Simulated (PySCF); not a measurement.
Species: C₅H₅F₂O₃ (doublet state).
Atom-mapped SMILES: `[O:1]=[C:2]1[CH:3][C@H:4]([O:5][CH:6]([F:7])[F:8])[O:9][CH2:10]1` (hydrogens: H11 on C3; H12 on C4; H13 on C6; H14, H15 on C10)

Cartesian coordinates in Å at the GFN2-xTB level; atoms count from 1:
```
atom  x, y, z in Å
O1    -3.028    1.064   -1.025
C2    -1.964    0.716   -0.548
C3    -0.700    1.369   -0.613
C4     0.312    0.516    0.044
O5     1.212    0.011   -0.951
C6     2.200   -0.781   -0.464
F7     3.153   -0.041    0.161
F8     2.801   -1.377   -1.496
O9    -0.369   -0.514    0.686
C10   -1.707   -0.583    0.211
H11   -0.460    2.240   -1.191
H12    0.911    1.069    0.791
H13    1.854   -1.549    0.251
H14   -1.840   -1.448   -0.450
H15   -2.378   -0.685    1.067
```

The hyperfine couplings belong to this conformer and change with its torsions.

The calculation used UKS B3LYP, pcH-1 on C F H O, non-relativistic, mean-field spin-orbit, GIAO in PySCF 2.14.0. One conformer (not necessarily the lowest) at the GFN2-xTB geometry, without solvent, vibrations or thermal averaging. The geometry wasn't refined by DFT: couplings that depend on bond lengths, twists or pyramidal angles can differ widely from those at the functional's own minimum. No stability test was run, so a lower SCF solution isn't excluded.

Task: Match the computed a_iso(17O) values -40.0, -20.0, -1.1 MHz with the sites O1; O5; O9.

Result: 
| site | a_iso (MHz) | ρ(0) (bohr⁻³) | position | distance from C3 (Å) | spin population | largest \|T\| (MHz) |
| --- | --- | --- | --- | --- | --- | --- |
| O1 | -20.0 | +0.0330 | 2 bonds from C3 | 2.38 | +0.31 | 96.6 |
| O5 | -40.0 | +0.0659 | 2 bonds from C3 | 2.37 | +0.02 | 7.8 |
| O9 | -1.1 | +0.0018 | 2 bonds from C3 | 2.31 | +0.01 | 2.1 |

Task: Match the computed a_iso(13C) values +71.7, -40.8, -16.2, +4.0, -3.0 MHz with the sites C2; C3; C4; C6; C10.

Result: 
| site | a_iso (MHz) | ρ(0) (bohr⁻³) | position | distance from C3 (Å) | spin population | largest \|T\| (MHz) |
| --- | --- | --- | --- | --- | --- | --- |
| C2 | -40.8 | -0.0362 | 1 bond from C3 | 1.42 | -0.13 | 16.2 |
| C3 | +71.7 | +0.0638 | largest spin population | 0.00 | +0.84 | 131.2 |
| C4 | -16.2 | -0.0144 | 1 bond from C3 | 1.48 | -0.04 | 2.5 |
| C6 | +4.0 | +0.0036 | 3 bonds from C3 | 3.61 | 0.00 | 1.6 |
| C10 | -3.0 | -0.0026 | 2 bonds from C3 | 2.35 | +0.01 | 1.6 |

Task: Match the computed a_iso(19F) values +5.9, +2.2 MHz with the sites F7; F8.

Result: 
| site | a_iso (MHz) | ρ(0) (bohr⁻³) | position | distance from C3 (Å) | bound to | spin population there | largest \|T\| (MHz) |
| --- | --- | --- | --- | --- | --- | --- | --- |
| F7 | +2.2 | +0.0005 | 4 bonds from C3 | 4.18 | C6 | 0.00 | 6.4 |
| F8 | +5.9 | +0.0014 | 4 bonds from C3 | 4.54 | C6 | 0.00 | 10.6 |

ρ(0) is the spin density at the nucleus and T the dipolar tensor. The largest Mulliken spin populations are on C3 (+0.84), O1 (+0.31) and C2 (-0.13). The positive populations add up to 1.21 and the negative ones to -0.21, together 2S = 1. The angles at C3 add up to 359.1°, so it is planar; its axial dipolar tensor and the negative coupling of its proton fit spin in a p orbital normal to that plane.

β density exceeds α density at some nuclei, such as C2 (-0.0362), C4 (-0.0144) and H11 (-0.0117), spin density in bohr⁻³. In a single determinant that takes different orbitals for the two spins, that is spin polarisation.
